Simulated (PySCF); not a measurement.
Structure problem from calculated spectra and properties.

Formula: C2H12NPSi2.

* 13C NMR: chemical shifts (computed TMS as zero) by class: 0.3 (1 C), -1.8 (1 C) ppm [GIAO PBE0/pcSseg-1]
* Triplet: lowest triplet excitation (Tamm–Dancoff): 5.68 eV [TDA CAM-B3LYP/def2-SVPD]
* Dipole: 1.43 D [CAM-B3LYP/def2-SVPD]
* 1H NMR: chemical shifts (computed TMS as zero) by class: 5.04 (1 H), 5.00 (1 H), 4.76 (1 H), 1.01 (2 H), 0.24 (3 H), 0.21 (1 H), -0.01 (1 H), -0.06 (2 H) ppm [GIAO PBE0/pcSseg-1]
* UV, first state: lowest singlet excitation: 6.39 eV (194 nm, f = 0.017) [TDDFT CAM-B3LYP/def2-SVPD]
* UV, strongest line: among the 8 lowest singlet transitions: S4 at 7.08 eV (175 nm, f = 0.342) [TDDFT CAM-B3LYP/def2-SVPD]
* Rotational structure: rotational constants A, B, C: 3.417, 0.743, 0.652 GHz [GFN2-xTB]
* Polarisability: 113.2 au [CAM-B3LYP/def2-SVPD]

The electronic properties come from PySCF, for the isolated species, density fitting. Levels stand in brackets. Isolated species at its GFN2-xTB geometry (one conformer only). NMR values are class means; diastereotopic atoms form classes of their own.

Task: Give a SMILES that accounts for the data.

Result: Numbering: `[CH3:1][Si@H:2]([PH2:3])[CH2:4][SiH2:5][NH2:6]`. 2 carbons fall into 2 classes; from least to most shielded: sp3 carbon bound to silicon [C4] (0.3 ppm), Si-methyl carbon [C1] (-1.8 ppm). Hydrogen classes from least to most shielded: 1 H on an SiH2 silicon, Si5 (5.04 ppm), 1 H on an SiH silicon, Si2 (5.00 ppm), 1 H on an SiH2 silicon, Si5 (4.76 ppm), 2 H on a three-coordinate phosphorus, P3 (1.01 ppm), 3 H on an Si-methyl carbon, C1 (0.24 ppm), 1 H on an sp3 carbon bound to silicon, C4 (0.21 ppm), 1 H on an sp3 carbon bound to silicon, C4 (-0.01 ppm), 2 H on a silicon-bound nitrogen, N6 (-0.06 ppm). The optimised geometry has point group C1 and is an asymmetric top. Structure: `C[Si@H](P)C[SiH2]N`. Computed isomers that give other values at the same levels: `CN[SiH2]C[SiH2]P` (13C chemical shifts (computed TMS as zero) by class: 32.7 (1 C), -4.7 (1 C) ppm); `CC[Si@H](P)N[SiH3]` (13C chemical shifts (computed TMS as zero) by class: 13.4 (1 C), 9.9 (1 C) ppm); `C[SiH2]N[Si@H](C)P` (13C chemical shifts (computed TMS as zero) by class: 4.6 (1 C), -4.3 (1 C) ppm). The assignments are read from this structure; whether some other isomer fits the data as well wasn't checked. The mirror image fits equally.

Conformer computed: `[CH3:1][Si@H:2]([PH2:3])[CH2:4][SiH2:5][NH2:6]`: C1–Si2–C4–Si5 -68°, Si2–C4–Si5–N6 175°, H–P3–Si2–C1 72°, H–P3–Si2–C1 165°, H–N6–Si5–C4 -177°, H–N6–Si5–C4 44°.
